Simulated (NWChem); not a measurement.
Basis-set convergence for H2AlBr

```xyz
4

Al     0.0000     0.0000    -1.5621
H     -1.4107     0.0000    -2.2986
H      1.4107     0.0000    -2.2986
Br     0.0000     0.0000     0.7116
```
Charge 0, spin multiplicity 1.

Program: NWChem. All single points use one geometry, from PBE/def2-SVP, a minimum by its harmonic frequencies.

Quantity: LUMO energy at the level PBE0.

The Hamiltonian is non-relativistic. The Pople sets run with spherical d functions. The structure started from a generated list of species.

| basis | functions | LUMO energy (eV) |
|---|---|---|
| STO-3G | 29 | (withheld) |
| 6-31G* | 54 | -1.81 |
| pcseg-1 | 55 | (withheld) |
| cc-pVDZ | 55 | (withheld) |
| def2-SVPD | 81 | -1.82 |
| def2-TZVP | 97 | -1.78 |
| pcseg-2 | 105 | -1.81 |
| def2-TZVPP | 118 | -1.78 |
| def2-TZVPD | 118 | -1.80 |
| cc-pVQZ | 187 | -1.80 |

Question: Complete the blanks.

Answer: 
- STO-3G, LUMO energy (eV): 3.48
- pcseg-1, LUMO energy (eV): -1.83
- cc-pVDZ, LUMO energy (eV): -1.76
